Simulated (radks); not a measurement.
Si III, configuration [He] 2s2 2p5.75 3s2 3d0.25 (fractional occupations, a model configuration). Method: Dirac Kohn-Sham, PBE, spin-unpolarised, spherical densities, finite nucleus; open shells fill j = l - 1/2 first; Fermi nuclear charge, rms radius 3.1224 fm; computed with a radial shooting solver on a logarithmic mesh with Libxc functionals.

Radial electron density D(r) = 4 pi r^2 rho(r):

```
   r/bohr * D(r) (the largest magnitude, 15.9, reaches the edge; | marks zero)
 0.003585 |*
  0.00463 | *
 0.005934 | *
 0.007665 |   *
 0.009822 |     *
  0.01269 |        *
  0.01626 |            *
    0.021 |                  *
  0.02691 |                          *
  0.03477 |                                   *
  0.04455 |                                            *
  0.05755 |                                                   *
  0.07375 |                                                      *
  0.09526 |                                                   *
   0.1221 |                                           *
   0.1577 |                                   *
   0.2021 |                                *
    0.261 |                                     *
   0.3345 |                                             *
   0.4321 |                                               *
   0.5537 |                                       *
   0.7153 |                        *
   0.9239 |           *
    1.184 |     *
    1.529 |    *
     1.96 |   *
    2.532 | *
    3.244 |*
    4.191 *
     5.37 *
    6.937 *
     8.89 *
```

D(r) has 2 maxima, at r = 0.0743, 0.405 bohr, and minima at 0.196 bohr, inside which lie 2.20 electrons.
